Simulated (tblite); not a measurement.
CH₉AsSSi₂.
Atom-mapped SMILES: `[CH3:1][S:2][Si@H:3]([SiH3:4])[AsH2:5]` (hydrogens: H6, H7, H8 on C1; H9 on Si3; H10, H11, H12 on Si4; H13, H14 on As5)

Computed with GFN2-xTB (tblite), gas phase: L-BFGS steps from a force-field or distance-geometry start until the largest atomic force falls under 0.01 eV/Å.

Step 17: E = -430.1554 eV
```
atom  x, y, z in Å  |  force x, y, z in eV/Å
C1     -2.5498   -0.2684    0.1041    0.026   0.011   0.052
S2     -1.4249    0.3959    1.3631    0.004   0.006  -0.051
Si3     0.2657    0.8029    0.0680    0.063  -0.004   0.003
Si4     1.1681   -1.2027   -0.7437   -0.003  -0.019  -0.026
As5     1.8389    2.0868    1.2388   -0.014  -0.034  -0.001
H6     -3.4559   -0.5564    0.6251   -0.042  -0.019  -0.032
H7     -2.7680    0.5000   -0.6322   -0.001  -0.010   0.025
H8     -2.0983   -1.1332   -0.3740   -0.026   0.008   0.027
H9     -0.3637    1.6533   -0.9693    0.050  -0.034  -0.008
H10     0.2491   -2.0537   -1.5067   -0.013   0.003  -0.018
H11     1.6752   -2.0219    0.3642   -0.009   0.010  -0.010
H12     2.3016   -0.8820   -1.6177   -0.020   0.001   0.004
H13     2.8123    1.8189    0.1160   -0.018   0.027   0.044
H14     2.3491    0.8602    1.9421    0.002   0.053  -0.011
```

Step 18: E = -430.1562 eV
```
atom  x, y, z in Å  |  force x, y, z in eV/Å
C1     -2.5516   -0.2684    0.1054    0.045   0.016   0.051
S2     -1.4239    0.3988    1.3617   -0.023  -0.006  -0.040
Si3     0.2676    0.8027    0.0677    0.071  -0.050  -0.009
Si4     1.1688   -1.2070   -0.7463   -0.020   0.031  -0.015
As5     1.8362    2.0882    1.2397    0.015  -0.048   0.006
H6     -3.4587   -0.5570    0.6244   -0.030  -0.012  -0.019
H7     -2.7687    0.4990   -0.6316   -0.009   0.000   0.015
H8     -2.0986   -1.1325   -0.3718   -0.025  -0.004   0.024
H9     -0.3607    1.6535   -0.9681    0.043  -0.023  -0.026
H10     0.2484   -2.0563   -1.5093   -0.010   0.002  -0.017
H11     1.6750   -2.0233    0.3631   -0.004  -0.001  -0.004
H12     2.3021   -0.8829   -1.6192   -0.019  -0.004   0.002
H13     2.8127    1.8222    0.1178   -0.027   0.030   0.052
H14     2.3507    0.8623    1.9444   -0.008   0.068  -0.020
```

Step 19: E = -430.1571 eV
```
atom  x, y, z in Å  |  force x, y, z in eV/Å
C1     -2.5534   -0.2680    0.1079    0.042   0.013   0.029
S2     -1.4231    0.4025    1.3593   -0.033  -0.013  -0.012
Si3     0.2710    0.8014    0.0671    0.059  -0.090  -0.022
Si4     1.1694   -1.2120   -0.7500   -0.037   0.072   0.000
As5     1.8330    2.0891    1.2408    0.034  -0.037   0.018
H6     -3.4625   -0.5579    0.6233   -0.007   0.000  -0.001
H7     -2.7698    0.4977   -0.6305   -0.014   0.011   0.004
H8     -2.0994   -1.1317   -0.3685   -0.019  -0.019   0.017
H9     -0.3558    1.6536   -0.9669    0.037  -0.015  -0.042
H10     0.2474   -2.0597   -1.5130   -0.006   0.003  -0.015
H11     1.6746   -2.0252    0.3615   -0.001  -0.012  -0.002
H12     2.3024   -0.8841   -1.6213   -0.016  -0.010  -0.003
H13     2.8129    1.8274    0.1209   -0.028   0.029   0.051
H14     2.3527    0.8664    1.9473   -0.010   0.066  -0.022
```

Problem. Estimate the geometry and energy of step 20. (The exact step hangs on the optimiser's Hessian estimate; all steps are aligned on step 19, rigid shifts and turns removed.)

Solution. E = -430.1581 eV, largest force 0.106 eV/Å
```
atom  x, y, z in Å  |  force x, y, z in eV/Å
C1     -2.5549   -0.2674    0.1110    0.019   0.003  -0.007
S2     -1.4228    0.4064    1.3567   -0.025  -0.012   0.019
Si3     0.2754    0.7980    0.0660    0.026  -0.099  -0.026
Si4     1.1694   -1.2165   -0.7541   -0.044   0.080   0.015
As5     1.8298    2.0891    1.2421    0.032  -0.003   0.029
H6     -3.4667   -0.5588    0.6220    0.020   0.015   0.019
H7     -2.7713    0.4964   -0.6292   -0.016   0.018  -0.005
H8     -2.1006   -1.1311   -0.3644   -0.013  -0.032   0.010
H9     -0.3494    1.6533   -0.9665    0.037  -0.016  -0.049
H10     0.2462   -2.0632   -1.5173    0.001   0.007  -0.011
H11     1.6740   -2.0273    0.3596   -0.001  -0.016  -0.009
H12     2.3025   -0.8856   -1.6237   -0.012  -0.014  -0.008
H13     2.8129    1.8341    0.1250   -0.020   0.022   0.042
H14     2.3548    0.8720    1.9506   -0.004   0.046  -0.016
```

The energy changes by -0.0010 eV. The first-order estimate −F·Δx gives -0.0013 eV and the mean of the old and new forces, exact on a quadratic surface, -0.0010 eV. The step makes an angle of 70° with the force vector and moves no atom by more than 0.008 Å.

The cost below is that of the whole relaxation. On one thread, Intel Xeon at 2.50 GHz (x86_64), no GPU (shared host), this took 2.9 s wall, 2.5 s CPU.
